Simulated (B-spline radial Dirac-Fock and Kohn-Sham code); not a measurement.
## K-line shifts caused by a second vacancy in Hg⁵⁺

System: Hg⁵⁺, configuration [Xe] 4f14 5d7.

Level of theory: Dirac-Fock ΔSCF + Breit + QED; a radial finite-basis atomic code. Each two-hole energy is an average over J within one jj subconfiguration, not an observable level; in light atoms, where LS coupling holds, the j-resolved values are not observed lines, and for a K spectator the Kα1 hypersatellite is nearly forbidden. No correlation.

Lines without a spectator: Kα2 (K-L2) 68888.4 eV, Kα1 (K-L3) 70814.0 eV, Kβ3 (K-M2) 79813.6 eV, Kβ1 (K-M3) 80244.8 eV. Shifts in eV with one spectator hole (a dash: not computed, or left out as unreliable):

| spectator hole | Kα2 | Kα1 | Kβ3 | Kβ1 |
| --- | --- | --- | --- | --- |
| K (1s) | +1106.9 | +1206.7 | +1437.7 | +1461.2 |
| L2 (2p1/2) | +145.8 | +200.9 | – | +370.4 |
| L3 (2p3/2) | +101.1 | +114.5 | +263.8 | – |
| M2 (3p1/2) | – | +32.7 | +60.3 | +71.8 |
| M3 (3p3/2) | +16.07 | – | +48.3 | +49.5 |
| M5 (3d5/2) | -0.58 | +3.99 | – | – |

Run: 110 s of CPU time on 1 thread of AMD EPYC 7571 (shared host), peak memory 0.56 GiB.
